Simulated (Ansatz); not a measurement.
Cost and result for the atomization energy of Ge₄H₁₂Si₂ (`[SiH2]1[GeH2][SiH2][GeH2][GeH2][GeH2]1`) (18 atoms, 18 bonds).

```xyz
18

Si   -0.554    0.063   -2.128
Ge    1.283   -1.310   -1.470
Si    1.639   -1.170    0.885
Ge   -0.465   -0.914    1.966
Ge   -1.294    1.321    1.483
Ge   -0.599    2.000   -0.747
H    -1.819   -0.692   -1.907
H    -0.461    0.406   -3.573
H     2.555   -0.858   -2.214
H     1.003   -2.773   -1.863
H     2.379   -2.366    1.375
H     2.459    0.039    1.175
H    -1.458   -1.947    1.397
H    -0.371   -1.135    3.487
H    -2.832    1.341    1.569
H    -0.743    2.310    2.528
H     0.819    2.599   -0.666
H    -1.542    3.087   -1.297
```

Total charge 0; spin multiplicity 1. Correlated methods include outer-core shells of Ge, which these sets cover unevenly. Scalar relativity is left out up to krypton. The structure was optimised at the PBE0-D4/def2-TZVP level. Program: Ansatz. All runs use 6 threads of an AMD EPYC 7R13 on a shared host and a share of an NVIDIA H100 80 GB. Times are those of one run each, without the atoms' runs, and a repeat can differ threefold. Electronic energies, without spin–orbit coupling; frozen cores. CCSD(T)/CBS adds CCSD(T) − MP2 in def2-TZVPP to the MP2 limit, and its time is that of the two runs behind it. T1 = 0.012. With those shells the extrapolation isn't a true limit. HSE06 is the plane-wave form, built on full-range PBE exchange.

CCSD(T)/CBS is a level of theory with its own doubt, some kJ/mol a heavy atom from the limit and from the frozen cores, so smaller differences don't rank the functionals.

```json
{"level": "revPBE-D4/def2-TZVPP", "functions": "444", "wall time": "2 s"}
{"level": "PBE0-D4/def2-TZVPP", "functions": "444", "wall time": "2 s"}
{"level": "BHLYP-D4/def2-TZVPP", "functions": "444", "wall time": "2.1 s"}
{"level": "PBE-D4/def2-TZVPP (with forces)", "functions": "444", "wall time": "2.4 s"}
{"level": "CAM-B3LYP-D4/def2-TZVPP", "functions": "444", "wall time": "2.4 s"}
{"level": "HSE06-D4/def2-TZVPP", "functions": "444", "wall time": "2.5 s"}
{"level": "B2PLYP/def2-TZVPP", "functions": "444", "wall time": "2.7 s"}
{"level": "ωB97X-V/def2-TZVPP", "functions": "444", "wall time": "2.8 s"}
{"level": "PBE-QIDH/def2-TZVPP", "functions": "444", "wall time": "3 s"}
{"level": "CCSD(T)/def2-SVP", "functions": "224", "wall time": "3.3 s"}
{"level": "MP2/def2-QZVPP", "functions": "856", "wall time": "7.5 s"}
{"level": "CCSD(T)/def2-TZVPP", "functions": "444", "wall time": "36 s"}
{"level": "CCSD(T)/CBS(def2)", "functions": "–", "wall time": "44 s"}
```

What atomization energy does each give, and how far from CCSD(T)/CBS? (An estimate is asked.)

Computed: 
```csv
level,atomization (kcal/mol),difference from CCSD(T)/CBS,per bond
revPBE-D4/def2-TZVPP,1155.8,-43.5,-2.4
PBE0-D4/def2-TZVPP,1178.6,-20.7,-1.2
BHLYP-D4/def2-TZVPP,1176.0,-23.3,-1.3
PBE-D4/def2-TZVPP (with forces),1176.3,-23.0,-1.3
CAM-B3LYP-D4/def2-TZVPP,1185.4,-13.9,-0.8
HSE06-D4/def2-TZVPP,1178.2,-21.1,-1.2
B2PLYP/def2-TZVPP,1163.6,-35.7,-2.0
ωB97X-V/def2-TZVPP,1205.7,6.4,0.4
PBE-QIDH/def2-TZVPP,1181.8,-17.5,-1.0
CCSD(T)/def2-SVP,1110.3,-89.0,-4.9
MP2/def2-QZVPP,1171.5,-27.8,-1.5
CCSD(T)/def2-TZVPP,1176.9,-22.4,-1.2
CCSD(T)/CBS(def2),1199.3,0.0,0.0
```

From PBE to PBE0 (25 % exact exchange), in def2-TZVPP and without D4, the atomization energy moves by +4.1 kcal/mol. The D4 term adds +25.3 kcal/mol with B3LYP and +13.7 kcal/mol with PBE0; it sums over pairs of atoms, weighted by their polarisabilities, and B3LYP, whose exchange is more repulsive, gets the larger term. At CCSD(T), def2-SVP lies −89.0 kcal/mol from the extrapolated value and def2-TZVPP −22.4 kcal/mol: correlation converges slowly with the basis, and small sets miss more of it in the bonded molecule than in its fragments.

B3LYP here is the variant with VWN-RPA as its local correlation; programs differ in this.
